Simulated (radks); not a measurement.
Values are calculated unless marked as measured or tabulated.
Valence configurations of neutral scandium (all share [Ar]). Level of theory: scalar-relativistic Kohn-Sham, PBE, spin-polarised, spherical densities, finite nucleus; open shells are filled with parallel spins first; Fermi nuclear charge, rms radius 3.5459 fm (a radial shooting solver on a logarithmic mesh with Libxc functionals). Energies are relative to 3d1 4s2; eigenvalues in eV for spin up.

3d1 4s2: E (eV) 0.000; moment (Bohr magnetons) 1; e(3d) -3.512; e(4s) -4.300
3d2 4s1: E (eV) 0.766; moment (Bohr magnetons) 3; e(3d) -1.733; e(4s) -3.949
3d1 4s1.5 4p0.5: E (eV) 1.110; moment (Bohr magnetons) 2; e(3d) -4.137; e(4p) -2.023; e(4s) -4.882
3d1.5 4s1 4p0.5: E (eV) 1.120; moment (Bohr magnetons) 3; e(3d) -2.997; e(4p) -1.853; e(4s) -4.593
3d1 4s1 4p1: E (eV) 1.966; moment (Bohr magnetons) 3; e(3d) -4.651; e(4p) -2.363; e(4s) -5.337
3d3: E (eV) 3.225; moment (Bohr magnetons) 3; e(3d) -1.055
3d0.5 4s1 4p1.5: E (eV) 3.459; moment (Bohr magnetons) 3; e(3d) -6.621; e(4p) -2.894; e(4s) -6.127
4s2 4p1: E (eV) 3.479; moment (Bohr magnetons) 1; e(4p) -2.761; e(4s) -6.075
4s1.5 4p1.5: E (eV) 4.719; moment (Bohr magnetons) 2; e(4p) -3.135; e(4s) -6.537
3d0.5 4p2.5: E (eV) 6.713; moment (Bohr magnetons) 3; e(3d) -7.600; e(4p) -3.337

NIST lists [Ar] 3d1 4s2 as the ground configuration; this level of theory agrees among the configurations tried. The energies are those of spherical high-spin densities, not of single terms.
